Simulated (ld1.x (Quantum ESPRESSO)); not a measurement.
**Which change was made? (Sb, TM)**

```
Element                 : antimony (Sb)
Generator               : ld1.x (Quantum ESPRESSO) 7.5
Type                    : norm-conserving Troullier–Martins (Kleinman–Bylander form)
Functional              : PBE
Relativity              : fully relativistic
Frozen core             : [Kr] 4d10
Valence charge          : 5
Reference configuration : 5s1.5 5p3.5
Partial waves           : 5s (bound): rc 1.85 bohr; 5d channel at 0.25 Ry: rc 1.65 bohr; 5p (bound): rc 2.00 bohr
Local potential         : the p channel
Core correction         : none
```

Open shells are filled in proportion to 2j + 1 (rel_dist='average').

Cutoffs, loose and tight: the cutoffs (Ry, on a coarse ladder) from which the occupation-weighted sum of valence levels, in a spherical-Bessel basis at the reference potential, stays within 10 and 1 mRy of its value at 400 Ry. They do not see the model core or the augmentation charge, which bear on the density cutoff. Test errors are all-electron minus pseudo excitation energies from the reference, over the configurations 5s2 5p3; 5s2 5p2; 5s2 5p1; 5s1 5p4; 5s1 5p0; 5s0 5p5; 5s2 5p3.3; variants that change the core or the reference have their own tests.

The base gives: outcome: generated, misses its reference levels by 0.43 eV; cutoff, loose: 25 Ry; cutoff, tight: 35 Ry; bound ghosts: d3/2, d5/2; largest test error (meV): +296.

(1) After one change the result is: outcome: generated, misses its reference levels by 0.43 eV; cutoff, loose: 25 Ry; cutoff, tight: 35 Ry; bound ghosts: d5/2, d3/2; largest test error (meV): +296. Which change was it?
A. wave 5d channel at 0.25 Ry: rc 1.65 bohr becomes 5d channel at 2.15 Ry: rc 1.65 bohr
B. functional LDA (PZ)
C. core [Ar] 3d10 4s2, valence charge 21; reference 4p6 4d10 5s2 5p3; waves now 5s (bound): rc 1.40 bohr; 4p (bound): rc 0.75 bohr; 4d (bound): rc 1.70 bohr; 4f channel at -0.1 Ry: rc 1.45 bohr; local potential all-electron potential smoothed inside 1.45 bohr (lloc = -1)

Answers

(1) A. The others give: functional LDA (PZ) → outcome: generated, misses its reference levels by 0.45 eV; cutoff, loose: 25 Ry; cutoff, tight: 35 Ry; bound ghosts: d3/2, d5/2; largest test error (meV): +612 | core [Ar] 3d10 4s2, valence charge 21; reference 4p6 4d10 5s2 5p3; waves now 5s (bound): rc 1.40 bohr; 4p (bound): rc 0.75 bohr; 4d (bound): rc 1.70 bohr; 4f channel at -0.1 Ry: rc 1.45 bohr; local potential all-electron potential smoothed inside 1.45 bohr (lloc = -1) → outcome: generated, misses its reference levels by 0.19 eV; cutoff, loose: 300 Ry; cutoff, tight: over 300 Ry; bound ghosts: s; largest test error (meV): -1230.
